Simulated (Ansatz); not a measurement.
**One elementary step**

Start structure (Si2NH9S, singlet), relaxed at PBE0-D4/def2-TZVP:

Si1  (-0.449, 0.478, -0.783)
Si2  (0.135, -1.474, 0.396)
H3  (0.783, 1.202, -1.190)
H4  (-1.308, 1.341, 0.069)
N5  (-1.343, 0.138, -2.226)
H6  (0.812, 1.317, 2.992)
S7  (1.357, 2.081, 2.033)
H8  (0.934, -1.254, 1.634)
H9  (-1.101, -2.214, 0.784)
H10  (0.925, -2.375, -0.494)
H11  (-2.291, -0.197, -2.145)
H12  (-0.877, -0.318, -2.995)
H13  (2.424, 1.275, 1.925)
(Å)

The step: Si₂NH₇ ([NH2][SiH2][SiH3]) + H₂S → SiNH₅S ([NH2][SiH2][SH]) + SiH₄; bonds formed: Si1–S7, Si2–H6; bonds broken: Si1–Si2, H6–S7. Program: Ansatz 0.2.0. Basis: def2-TZVPP and def2-QZVPP. Cores are frozen in the correlated methods. Extrapolation: Hartree–Fock as exp(−7.88 √X), correlation as X^−2.97. Energies below are by CCSD(T) at an estimated basis limit (MP2 extrapolated from triple and quadruple zeta, plus CCSD(T) − MP2 in triple zeta).

What are the electronic barrier and the energy of the step, from the start structure to the end structure? (To be estimated.)

Computed: Barrier 1.858 eV; step energy -0.797 eV (downhill); reverse barrier, their difference, 2.654 eV. Barrier and step energy count from the start structure, the reverse barrier from the end structure.

The saddle point: One imaginary mode of 816i cm⁻¹.
| pair | start (Å) | saddle (Å) | end (Å) |
| --- | --- | --- | --- |
| Si1–S7 | 3.71 | 2.55 | 2.15 |
| Si2–H6 | 3.87 | 1.76 | 1.48 |
| Si1–Si2 | 2.35 | 2.61 | 4.39 |
| H6–S7 | 1.34 | 1.83 | 3.49 |

Zero-point energy (harmonic, PBE0-D4): ZPE is 2.275 eV at the start and 2.279 eV at the saddle, so the barrier goes from 1.858 to 1.862 eV.

No T1 diagnostic of these runs exceeds 0.014.

Labels in which every atom is bracketed show which atoms are joined, not bond orders.

For scale, one of the runs: CCSD(T)/def2-TZVPP, 283 basis functions, launched by `ansatz run in.yaml --threads 8 --pin off --events-out ev --progress --plain --max-ram 19148MiB`. The run took 66 s on 8 CPU threads of an Intel Xeon Platinum 8259CL (shared host), with 7.6 GiB of host memory at its peak.
